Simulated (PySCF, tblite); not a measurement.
Isomers of C4H3F2N2Si (doublet state), one GFN2-xTB conformer each. Single-point energies are computed at B3LYP/pcH-1 (PySCF, gas phase, no added dispersion term), electronic only. GFN2-xTB treats the open shell by occupation alone, and not every SCF solution was tested for stability.

```tsv
SMILES	GFN2-xTB relative energy (kcal/mol)
N#C[SiH2][CH]C(F)(F)C#N	14.0
N#C[SiH]CC(F)(F)C#N	0.0
```

Conformers: `[N:1]#[C:2][SiH2:3][CH:4][C:5]([F:6])([F:7])[C:8]#[N:9]` (doublet state) with C2–Si3–C4–C5 63°, Si3–C4–C5–F6 134°; `[N:1]#[C:2][SiH:3][CH2:4][C:5]([F:6])([F:7])[C:8]#[N:9]` (doublet state) with C2–Si3–C4–C5 169°, Si3–C4–C5–F6 56°.

Q: What does B3LYP/pcH-1 give for the same structures?

A: 
| SMILES | B3LYP/pcH-1 E (Eh) | B3LYP/pcH-1 (kcal/mol) | GFN2-xTB (kcal/mol) | point group |
| --- | --- | --- | --- | --- |
| N#C[SiH]CC(F)(F)C#N | -752.86203 | 0.0 | 0.0 | C1 |
| N#C[SiH2][CH]C(F)(F)C#N | -752.84338 | 11.7 | 14.0 | C1 |

Both levels put the same isomer lowest. 

Q: What happens when harmonic zero-point energies from GFN2-xTB frequencies are added?

A: 
```tsv
SMILES	ZPE (kcal/mol)	electronic (kcal/mol)	with ZPE (kcal/mol)
N#C[SiH]CC(F)(F)C#N	39.2	0.0	0.0
N#C[SiH2][CH]C(F)(F)C#N	36.3	11.7	8.8
```

The zero-point energies span 2.9 kcal/mol. The order is unchanged.
